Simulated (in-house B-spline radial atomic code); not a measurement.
Spin-orbit splittings of orbital energies (j = l + 1/2 less j = l - 1/2) and ratios of mean radii (lower j over upper j) along the 26-electron series, configuration [Ar] 3d8. Computed with a radial B-spline atomic code at the basis-set limit: Dirac-Hartree-Fock, average of the configuration, finite nuclei.

```csv
ion,Z,splitting of 3d (eV),radius ratio of 3d,splitting of 2p (eV),radius ratio of 2p,splitting of 3p (eV),radius ratio of 3p
Er42+,68,46.783,0.98088,925.75,0.9088,211.72,0.94557
Tm43+,69,50.24,0.98028,989.58,0.90586,227.4,0.94385
Yb44+,70,?,?,?,?,?,?
Lu45+,71,57.728,0.97906,1128.05,0.8998,261.59,0.94029
Hf46+,72,61.775,0.97844,1203.04,0.89668,280.18,0.93845
Ta47+,73,66.033,0.9778,1282.08,0.89349,299.84,0.93658
W48+,74,70.51,0.97715,1365.37,0.89025,320.62,0.93466
Re49+,75,75.213,0.9765,1453.1,0.88693,342.56,0.93269
Os50+,76,?,?,?,?,?,?
Ir51+,77,85.33,0.97515,1642.7,0.8801,390.18,0.92864
Pt52+,78,?,?,?,?,?,?
Au53+,79,96.45,0.97377,1852.6,0.873,443.16,0.92441
Hg54+,80,102.41,0.97306,1965.75,0.86934,471.82,0.92222
Tl55+,81,108.64,0.97234,2084.71,0.8656,502.02,0.91999
Pb56+,82,115.15,0.97161,2209.73,0.8618,533.84,0.91771
Bi57+,83,121.97,0.97087,2341.1,0.85792,567.34,0.91538
```

(1) Fill in the row of Yb44+.

(2) Fill in the row of Os50+.

(3) Fill in the row of Pt52+.

(4) With what power of Z does the column «splitting of 3p (eV)» change over this range?

## Answers

(1) splitting of 3d (eV): 53.886; radius ratio of 3d: 0.97968; splitting of 2p (eV): 1056.96; radius ratio of 2p: 0.90286; splitting of 3p (eV): 244.01; radius ratio of 3p: 0.94209.

(2) splitting of 3d (eV): 80.151; radius ratio of 3d: 0.97583; splitting of 2p (eV): 1545.47; radius ratio of 2p: 0.88355; splitting of 3p (eV): 365.73; radius ratio of 3p: 0.93069.

(3) splitting of 3d (eV): 90.761; radius ratio of 3d: 0.97447; splitting of 2p (eV): 1745; radius ratio of 2p: 0.87658; splitting of 3p (eV): 415.97; radius ratio of 3p: 0.92655.

(4) A fit of the logarithm of its size against log Z from Z = 68 to 83 has slope 4.94. An unscreened hydrogenic electron would give 4 at low Z; screening makes the apparent power larger near the neutral end, and relativity raises it again at high Z.
